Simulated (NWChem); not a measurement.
Species: MgSiH3OCl; SMILES [SiH3][O][Mg][Cl]

```xyz
7

Mg     0.1045    -0.8317    -0.0010
Cl     0.3439    -3.0142     0.0004
O     -0.0905     0.9478    -0.0022
Si    -0.2701     2.5733    -0.0032
H     -1.0577     3.0368    -1.1844
H      1.0500     3.2701    -0.0470
H     -0.9832     3.0464     1.2206
```
Atoms are numbered in this order, from 1.

Results from NWChem. The geometry was optimised at B3LYP/6-31G* (spherical d). Isolated, static molecule.

GIAO at KT2/pcSseg-1: principal shieldings of Si4 are 347.2, 347.3, 505.3 ppm; an isolated tetramethylsilane molecule has σ = 359.5 ppm at the same levels.

Problem. Find the isotropic 29Si shift, its principal values, the span and the skew.

Solution. 
1. σ(iso) = one third of the sum = 399.9 ppm.
2. δ = σ(reference) − σ = -40.4 ppm against tetramethylsilane.
3. δ11, δ22, δ33 = 12.3, 12.2, -145.8 ppm.
4. Span Ω = δ11 − δ33 = 158.1 ppm; skew κ = 3(δ22 − δ(iso))/Ω = 1.00.
